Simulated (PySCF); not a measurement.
How methods differ on the excitation energy of O²⁺

O²⁺ [He] 2s2 2p2 (3P) → O²⁺ [He] 2s1 2p3 (5S), as a difference of total energies. Calculation: PySCF 2.14, in ANO-RCC-VTZP (4s3p2d1f, 30 functions); scalar relativity by spin-free X2C-1e. Correlated levels: valence and next inner shell: nothing frozen. The calculations carry no spin-orbit coupling.

| method | excitation energy (eV) |
| --- | --- |
| UHF | 5.606 |
| MP2 (valence and next inner shell) | 6.858 |
| SCS-MP2 (valence and next inner shell) | 7.429 |
| CCSD (valence and next inner shell) | 7.323 |
| CCSD(T) (valence and next inner shell) | 7.355 |

**Question.** How much does correlation contribute at CCSD(T) (valence and next inner shell)?

**Answer.** 7.355 − (5.606) = 1.749 eV, measured against UHF.

A first-order spin-orbit estimate (lowest level to lowest level, LS coupling) adds 0.028 eV.
